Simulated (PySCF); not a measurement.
**Worked example: oscillator strength and radiative lifetime**

CH₅BrO₂Si, SMILES C[Si](O)(O)Br.

The structure is a stationary point at B3LYP-D3(BJ)/def2-SVP. The values are those of a single conformer.

TDDFT-PBE/def2-SVPD (PySCF 2.14.0) puts the first singlet state with f over 0.02 at 6.31 eV (vertical), with the transition dipole (-0.079, -0.424, -0.047) in atomic units.

Problem. Find the oscillator strength, the wavelength and the radiative lifetime that this transition would have in vacuum if emission retraced absorption.

Solution. 
|μ|² = 0.1882 au, so |μ| = 1.10 D. ΔE = 6.31/27.211 = 0.2319 hartree. f = (2/3) ΔE |μ|² = 0.029 (the program prints 0.029).
λ = 1239.84/6.31 = 196 nm; ν = 50894 cm⁻¹.
Einstein's coefficient A = 0.6670 ν² f s⁻¹ (ν in cm⁻¹) = 5.0e7 s⁻¹, so τ = 1/A = 20 ns. This state is S1. The figure is the radiative limit of this one transition; relaxation, internal conversion, crossing to triplets and a medium change what is measured.
